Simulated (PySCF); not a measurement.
Several species in one continuum solvent.

Level: PBE0/pcSseg-1 in PySCF, non-relativistic, each on one gas-phase PBE0-D3(BJ)/def2-SVP geometry that isn't relaxed in the solvent. The solvent is an IEF-PCM continuum (Bondi radii, 1.10 Å for H, scaled by 1.2). Specific hydrogen bonds and non-electrostatic terms are outside this model.

Question: Order them by E(solvent) − E(gas) in chloroform (ε = 4.711), most negative first (kJ/mol).
A. `[BH2:1][CH2:2][B:3]([CH3:4])[NH:5][CH3:6]` with H–B1–C2–B3 82° and -93°, B1–C2–B3–C4 -98°, C2–B3–N5–C6 1°
B. `[CH3:1][O:2][BH:3][c:4]1[cH:5][cH:6][cH:7][s:8]1` with C1–O2–B3–C4 0°, O2–B3–C4–C5 -178°
C. `[CH3:1][CH:2]([CH3:3])[C:4]1=[CH:5][P:6]1[C:7]([F:8])([F:9])[F:10]` with C1–C2–C4–C5 0°
D. `[H]/[N:8]=[CH:7]\[SiH2:6][O:5][Si:2]([CH3:1])([CH3:3])[CH3:4]` with Si2–O5–Si6–C7 -121°, O5–Si6–C7–N8 -1°
E. `[OH:1][SiH2:2][O:3][SiH2:4][CH2:5][SiH3:6]` with H–O1–Si2–O3 -64°, O1–Si2–O3–Si4 -170°, Si2–O3–Si4–C5 16°, O3–Si4–C5–Si6 -55°
F. `[CH3:1][CH2:2][AlH2-:3][n+:4]1[cH:5][cH:6][cH:7][cH:8][cH:9]1` with C1–C2–Al3–N4 -57°, C2–Al3–N4–C5 87°
G. `FC(F)(F)C1=[O+][BH2-]OC=C1`

Answer: F (-28.7), G (-17.4), D (-16.3), E (-14.1), B (-12.6), C (-10.3), A (-7.5).

```tsv
SMILES	charge	ΔE (kJ/mol)	polarisation term (kJ/mol)	HOMO shift (eV)	dipole gas (D)	dipole solvent (D)	atoms
C[CH2][AlH2-][n+]1ccccc1	0	-28.7	-32.5	-0.27	6.89	8.14	21
FC(F)(F)C1=[O+][BH2-]OC=C1	0	-17.4	-20.1	+0.06	3.83	4.71	14
[H]/N=C\[SiH2]O[Si](C)(C)C	0	-16.3	-17.9	-0.14	2.69	3.12	21
O[SiH2]O[SiH2]C[SiH3]	0	-14.1	-15.1	+0.06	1.29	1.49	16
COBc1cccs1	0	-12.6	-13.7	0.00	2.03	2.50	15
CC(C)C1=CP1C(F)(F)F	0	-10.3	-11.2	+0.04	3.22	3.75	18
BCB(C)NC	0	-7.5	-8.2	+0.15	2.09	2.50	17
```

Over the 7 neutral species the correlation coefficient of ΔE with the squared gas-phase dipole is -0.89. The polarisation term is half the interaction of the solute with the induced surface charges.
